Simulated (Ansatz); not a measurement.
The cluster K4H5. The state is a doublet with charge 0. Geometry PBE0-D4/def2-SVPD, that of the charge -1 singlet; atoms count from 1.

Cartesian coordinates in Å:
```
K -1.252 2.160 -0.919
K 2.114 0.589 -1.515
K -2.107 -0.584 1.512
K 1.247 -2.170 0.914
H 0.836 2.677 -2.357
H -0.838 -2.673 2.364
H 0.003 -0.004 -0.005
H -3.266 1.537 0.583
H 3.264 -1.532 -0.577
```

The structure comes from a short search, and lower isomers may exist.

Q: Estimate the Mulliken populations from the PBE0/def2-TZVPD orbitals of Ansatz.

A: 
```tsv
atom	charge (e)	spin (α − β)
K1	0.56	-0.05
K2	0.56	-0.05
K3	0.56	-0.05
K4	0.56	-0.05
H5	-0.39	0.30
H6	-0.39	0.30
H7	-0.68	-0.01
H8	-0.39	0.31
H9	-0.39	0.31
```
Mulliken values depend strongly on the basis. With diffuse functions, as here, like atoms can get unlike values, and bond orders can come out too low or too high.

Q: Where does the spin sit?

A: Summed by element: K -0.22, H 1.22, of 1 unpaired in all. Largest on single atoms: H9 0.31, H8 0.31, H5 0.30.
